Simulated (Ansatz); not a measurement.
Reaction (formal exchange of groups at the Si–S bond): `Cl[SiH2]S[SiH](Cl)Cl` + `O[SiH2][SiH3]` → `O[SiH2][SiH2][SiH2]Cl` + `S[SiH](Cl)Cl`

Program: Ansatz. Geometries: PBE0-D4/def2-TZVP. ΔE: electronic, gas phase. CBS: MP2 limit from def2 TZ/QZ plus the TZ coupled-cluster correction, frozen cores. One conformer a species, not always the lowest.

```json
{"species": "`Cl[SiH2]S[SiH](Cl)Cl`", "CCSD(T)/CBS(def2) energy (Eh)": "-2357.28421"}
{"species": "`O[SiH2][SiH3]`", "CCSD(T)/CBS(def2) energy (Eh)": "-656.96789"}
{"species": "`O[SiH2][SiH2][SiH2]Cl`", "CCSD(T)/CBS(def2) energy (Eh)": "-1406.48393"}
{"species": "`S[SiH](Cl)Cl`", "CCSD(T)/CBS(def2) energy (Eh)": "-1607.74509"}
```

(1) Work out ΔE.

Largest T1 diagnostic among the species: 0.012.

Results:

(1) ΔE = (-1406.48393) + (-1607.74509) − (-2357.28421) − (-656.96789) = 0.02308 Eh = +60.6 kJ/mol.

The D4 term adds +9.9 kJ/mol with B3LYP and +5.5 kJ/mol with PBE0; it sums over pairs of atoms, weighted by their polarisabilities, and B3LYP, whose exchange is more repulsive, gets the larger term. From PBE to PBE0 (25 % exact exchange), in def2-TZVPP and without D4, ΔE moves by +3.5 kJ/mol.

B3LYP here is the variant with VWN-RPA as its local correlation; programs differ in this.
